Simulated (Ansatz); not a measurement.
Consider the redistribution: `C[O][InH][Br]` + `CO[Si](O)([SiH3])Cl` → `C[O][InH][Cl]` + `CO[Si](O)([SiH3])Br`.

Isolated molecules relaxed with PBE0-D4/def2-TZVP in Ansatz; ΔE leaves out vibrations. CCSD(T)/CBS adds triple-zeta CCSD(T) − MP2 to the extrapolated MP2 energy (def2 sets, frozen cores). Functionals use def2-TZVPP. B3LYP here is the variant with VWN-RPA as its local correlation; programs differ in this. def2 core potentials past Kr. For Br, In outer-core shells are correlated without core-valence functions, which leaves a few kJ/mol of doubt a bond. Scalar relativity is left out up to krypton. One conformer a species, not always the lowest.

```json
{"level": "PBE0-D4", "ΔE (kJ/mol)": "21.5", "difference from CCSD(T)/CBS": "0.4"}
{"level": "B3LYP-D4", "ΔE (kJ/mol)": "21.7", "difference from CCSD(T)/CBS": "0.6"}
{"level": "ωB97X-V", "ΔE (kJ/mol)": "21.8", "difference from CCSD(T)/CBS": "0.7"}
{"level": "ωB97M-V", "ΔE (kJ/mol)": "21.9", "difference from CCSD(T)/CBS": "0.8"}
{"level": "B2PLYP", "ΔE (kJ/mol)": "22.7", "difference from CCSD(T)/CBS": "1.6"}
{"level": "PBE", "ΔE (kJ/mol)": "20.8", "difference from CCSD(T)/CBS": "-0.3"}
{"level": "r2SCAN", "ΔE (kJ/mol)": "21.9", "difference from CCSD(T)/CBS": "0.8"}
{"level": "PBE0", "ΔE (kJ/mol)": "22.2", "difference from CCSD(T)/CBS": "1.1"}
{"level": "HF/def2-TZVPP", "ΔE (kJ/mol)": "25.9", "difference from CCSD(T)/CBS": "4.8"}
{"level": "MP2/def2-TZVPP", "ΔE (kJ/mol)": "21.3", "difference from CCSD(T)/CBS": "0.2"}
{"level": "SCS-MP2/def2-TZVPP", "ΔE (kJ/mol)": "21.6", "difference from CCSD(T)/CBS": "0.5"}
{"level": "CCSD/def2-TZVPP", "ΔE (kJ/mol)": "22.4", "difference from CCSD(T)/CBS": "1.3"}
{"level": "HF/def2-QZVPP", "ΔE (kJ/mol)": "25.9", "difference from CCSD(T)/CBS": "4.8"}
{"level": "HF/CBS(def2)", "ΔE (kJ/mol)": "25.9", "difference from CCSD(T)/CBS": "4.8"}
{"level": "MP2/CBS(def2)", "ΔE (kJ/mol)": "20.6", "difference from CCSD(T)/CBS": "-0.5"}
{"level": "CCSD/CBS(def2)", "ΔE (kJ/mol)": "21.8", "difference from CCSD(T)/CBS": "0.7"}
{"level": "CCSD(T)/CBS", "ΔE (kJ/mol)": "21.1", "difference from CCSD(T)/CBS": "0"}
```

Largest T1 diagnostic among the species: 0.016.

In def2-TZVPP, CCSD(T) changes the Hartree–Fock value by −4.2 kJ/mol (the triples alone add −0.6 kJ/mol) and MP2 by −4.7 kJ/mol.
